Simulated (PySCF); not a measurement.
C₂H₆Si. Atoms are numbered in the order given.

```xyz
9

C      0.0000     0.7762     0.8446
C      0.0000    -0.7762     0.8446
Si     0.0000     0.0000    -0.8364
H      0.9014     1.2541     1.2101
H     -0.9014     1.2541     1.2101
H     -0.9014    -1.2541     1.2101
H      0.9014    -1.2541     1.2101
H      1.2390     0.0000    -1.6331
H     -1.2390     0.0000    -1.6331
```

The structure is a stationary point at B3LYP-D3(BJ)/def2-TZVP.

Level of theory: B3LYP/pcSseg-1 (PySCF).

GIAO shieldings, no solvent; atoms alike by connectivity are averaged. δ = σ(ref) − σ: ¹³C against TMS (σ = 181.3 ppm); ²⁹Si against TMS (σ = 338.7 ppm); ¹H against TMS (σ = 31.68 ppm), references at their B3LYP-D3(BJ)/def2-TZVP geometries, non-relativistic.

Problem. Estimate the chemical shifts. (An estimate is asked for; the answer gives what the named calculation found.)

Solution. 
```json
[
 {"nucleus": "¹³C", "atoms": "C1, C2", "count": "2", "δ (ppm)": "-10.9"},
 {"nucleus": "²⁹Si", "atoms": "Si3", "count": "1", "δ (ppm)": "-144.3"},
 {"nucleus": "¹H", "atoms": "H8, H9", "count": "2", "δ (ppm)": "2.67"},
 {"nucleus": "¹H", "atoms": "H4, H5, H6, H7", "count": "4", "δ (ppm)": "0.35"}
]
```
